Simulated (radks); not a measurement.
Values are calculated unless marked as measured or tabulated.
Species: K3+. Configuration: [Ne] 3s2 3p4 (the NIST ground configuration). Code: a radial shooting solver on a logarithmic mesh with Libxc functionals. Model: scalar-relativistic Kohn-Sham, Wu-Cohen GGA, spin-unpolarised, spherical densities, point nucleus.

Normalised radial functions P(r) = r R(r), r in bohr:

r,2p,3p
0.002645,0.0016,0.0006
0.003336,0.0025,0.0009
0.00424,0.0040,0.0014
0.005348,0.0062,0.0022
0.006744,0.0097,0.0034
0.008573,0.0153,0.0054
0.01081,0.0237,0.0084
0.01374,0.0370,0.0131
0.01733,0.0566,0.0201
0.02186,0.0859,0.0304
0.02779,0.1309,0.0464
0.03505,0.1942,0.0687
0.0442,0.2833,0.1001
0.05618,0.4100,0.1444
0.07085,0.5714,0.2003
0.08936,0.7718,0.2684
0.1136,1.0120,0.3472
0.1433,1.2546,0.4204
0.1821,1.4767,0.4732
0.2297,1.6130,0.4756
0.2896,1.6223,0.4011
0.3682,1.4705,0.2220
0.4643,1.1847,-0.0474
0.5856,0.8262,-0.3743
0.7444,0.4735,-0.6972
0.9388,0.2231,-0.9061
1.184,0.0809,-0.9437
1.505,0.0201,-0.7974
1.898,0.0035,-0.5472
2.413,0.0003,-0.2889
3.043,0.0000,-0.1185
3.838,0.0000,-0.0343

2p: eigenvalue -322.81 eV, 0 radial nodes, <r> = 0.350 bohr, 90 % of the charge inside 0.578 bohr. 3p: eigenvalue -54.773 eV, 1 radial node at r = 0.448 bohr, <r> = 1.29 bohr, 90 % of the charge inside 1.96 bohr.
